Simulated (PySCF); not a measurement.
# Shapes and spin states of PdOCl₂

Level of theory: PySCF, B3LYP, basis Pd def2-SVP with ECP28, O def2-SVP, Cl def2-SVP (scalar-relativistic core potentials, no spin–orbit coupling, density fitting).

Relaxations began from a few typed shapes and spin states; open shells are unrestricted. The search is not exhaustive: other isomers or separated fragments can lie lower, and high-lying points may rest on an excited occupation.

```json
{"spin": "triplet", "group": "Cs", "bonds": "Pd–Cl 2.245 Å, Pd–Cl 2.266 Å, Pd–O 1.768 Å", "angles": "Cl–Pd–Cl 103.6°, Cl–Pd–O 99.7°, Cl–Pd–O 156.7°", "imaginary modes (cm⁻¹)": "none", "ΔE (kJ/mol)": "0.0", "ΔE with ZPE (kJ/mol)": "0.0"}
{"spin": "triplet", "group": "C2v", "bonds": "Pd–Cl 2.264 Å (×2), Pd–O 1.746 Å", "angles": "Cl–Pd–Cl 145.1°, Cl–Pd–O 107.4° (×2)", "imaginary modes (cm⁻¹)": "none", "ΔE (kJ/mol)": "10.6", "ΔE with ZPE (kJ/mol)": "10.1"}
{"spin": "broken-symmetry Ms = 0 (⟨S²⟩ 0.78)", "group": "Cs", "bonds": "Pd–Cl 2.251 Å (×2), Pd–O 1.722 Å", "angles": "Cl–Pd–Cl 133.7°, Cl–Pd–O 113.1° (×2)", "imaginary modes (cm⁻¹)": "none", "ΔE (kJ/mol)": "32.8", "ΔE with ZPE (kJ/mol)": "32.9"}
{"spin": "singlet (closed shell, unstable to spin polarisation)", "group": "Cs", "bonds": "Pd–Cl 2.232 Å (×2), Pd–O 1.708 Å", "angles": "Cl–Pd–Cl 119.0°, Cl–Pd–O 120.5° (×2)", "imaginary modes (cm⁻¹)": "none", "ΔE (kJ/mol)": "47.3", "ΔE with ZPE (kJ/mol)": "48.5"}
{"spin": "singlet (closed shell, unstable to spin polarisation)", "group": "C2v", "bonds": "Pd–Cl 2.232 Å (×2), Pd–O 1.709 Å", "angles": "Cl–Pd–Cl 119.0°, Cl–Pd–O 120.5° (×2)", "imaginary modes (cm⁻¹)": "none", "ΔE (kJ/mol)": "47.3", "ΔE with ZPE (kJ/mol)": "49.5"}
{"spin": "quintet", "group": "C2v", "bonds": "Pd–Cl 2.296 Å (×2), Pd–O 1.868 Å", "angles": "Cl–Pd–Cl 134.8°, Cl–Pd–O 112.6° (×2)", "imaginary modes (cm⁻¹)": "none", "ΔE (kJ/mol)": "69.4", "ΔE with ZPE (kJ/mol)": "67.0"}
{"spin": "singlet (closed shell, unstable to spin polarisation)", "group": "Cs", "bonds": "Pd–Cl 2.250 Å, Pd–Cl 2.272 Å, Pd–O 1.756 Å", "angles": "Cl–Pd–Cl 96.5°, Cl–Pd–O 93.2°, Cl–Pd–O 170.2°", "imaginary modes (cm⁻¹)": "188i", "ΔE (kJ/mol)": "106.7", "ΔE with ZPE (kJ/mol)": "–"}
{"spin": "singlet (closed shell, unstable to spin polarisation)", "group": "C2v", "bonds": "Pd–Cl 2.296 Å (×2), Pd–O 1.747 Å", "angles": "Cl–Pd–Cl 160.1°, Cl–Pd–O 99.9° (×2)", "imaginary modes (cm⁻¹)": "none", "ΔE (kJ/mol)": "166.8", "ΔE with ZPE (kJ/mol)": "165.9"}
```

The lowest minimum found is the triplet Cs: Pd–Cl 2.245 Å, Pd–Cl 2.266 Å, Pd–O 1.768 Å; Cl–Pd–Cl 103.6°, Cl–Pd–O 99.7°, Cl–Pd–O 156.7°.

Formally Pd is in oxidation state +4, d6, with 2 unpaired electrons (the high-spin count would be 4). The Mulliken spin on Pd is 0.59, so most of the spin sits on the ligands and the formal count fails. The polar-tensor charge on Pd, 0.82, is far below the formal one.

For the lowest minimum: other spin states or occupations of the open shell can lie lower.

The electron or spin density has lower symmetry than the nuclear frame for the broken-symmetry Ms = 0 (⟨S²⟩ 0.78) Cs at 32.8 kJ/mol.
